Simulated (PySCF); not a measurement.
Isomers of C4H10Cl2OSi, mass 171.988 u with the commonest isotopes. Theory: PBE0/pcSseg-1 in PySCF (dipole) on a GFN2-xTB geometry, gas phase. One conformer each, none proved a minimum here; rigid rotors.

Question: Order these by out-of-plane moment Σ m c² = (Ia + Ib − Ic)/2, largest first.
A. `[CH3:1][O:2][Si@@H:3]([CH2:4][Cl:5])[CH2:6][CH2:7][Cl:8]` with C1–O2–Si3–C4 58°, O2–Si3–C4–Cl5 -72°, O2–Si3–C6–C7 -63°, Si3–C6–C7–Cl8 -67°
B. `[CH3:1][O:2][CH2:3][CH2:4][SiH2:5][CH:6]([Cl:7])[Cl:8]` with C1–O2–C3–C4 -175°, O2–C3–C4–Si5 65°, C3–C4–Si5–C6 -40°, C4–Si5–C6–Cl7 83°
C. `[CH3:1][O:2][C@H:3]([CH2:4][Cl:5])[SiH2:6][CH2:7][Cl:8]` with C1–O2–C3–C4 -74°, O2–C3–C4–Cl5 -164°, O2–C3–Si6–C7 -145°, C3–Si6–C7–Cl8 59°

Answer: C (93.86 u·Å²), A (72.98 u·Å²), B (67.56 u·Å²).

Question: Order these by dipole moment, largest first.
A. `[CH3:1][O:2][CH2:3][CH2:4][SiH2:5][CH:6]([Cl:7])[Cl:8]` with C1–O2–C3–C4 -175°, O2–C3–C4–Si5 65°, C3–C4–Si5–C6 -40°, C4–Si5–C6–Cl7 83°
B. `[CH3:1][O:2][C@H:3]([CH2:4][Cl:5])[SiH2:6][CH2:7][Cl:8]` with C1–O2–C3–C4 -74°, O2–C3–C4–Cl5 -164°, O2–C3–Si6–C7 -145°, C3–Si6–C7–Cl8 59°
C. `[CH3:1][O:2][Si@@H:3]([CH2:4][Cl:5])[CH2:6][CH2:7][Cl:8]` with C1–O2–Si3–C4 58°, O2–Si3–C4–Cl5 -72°, O2–Si3–C6–C7 -63°, Si3–C6–C7–Cl8 -67°

Answer: A (3.32 D), C (2.29 D), B (2.01 D).

Question: Order these by rotational constant C, smallest first.
A. `[CH3:1][O:2][CH2:3][CH2:4][SiH2:5][CH:6]([Cl:7])[Cl:8]` with C1–O2–C3–C4 -175°, O2–C3–C4–Si5 65°, C3–C4–Si5–C6 -40°, C4–Si5–C6–Cl7 83°
B. `[CH3:1][O:2][Si@@H:3]([CH2:4][Cl:5])[CH2:6][CH2:7][Cl:8]` with C1–O2–Si3–C4 58°, O2–Si3–C4–Cl5 -72°, O2–Si3–C6–C7 -63°, Si3–C6–C7–Cl8 -67°
C. `[CH3:1][O:2][C@H:3]([CH2:4][Cl:5])[SiH2:6][CH2:7][Cl:8]` with C1–O2–C3–C4 -74°, O2–C3–C4–Cl5 -164°, O2–C3–Si6–C7 -145°, C3–Si6–C7–Cl8 59°

Answer: B (563.8 MHz), C (591.1 MHz), A (615.3 MHz).

```csv
SMILES,point group,Ia (u·Å²),Ib (u·Å²),Ic (u·Å²),κ,μa (D),μb (D),μc (D)
CO[Si@@H](CCl)CCCl,C1,339.96,702.32,896.33,-0.66,0.93,2.07,0.33
COCC[SiH2]C(Cl)Cl,C1,315.81,640.63,821.33,-0.65,3.18,0.96,0.02
CO[C@H](CCl)[SiH2]CCl,C1,422.34,620.30,854.93,-0.26,2.00,0.18,0.09
```
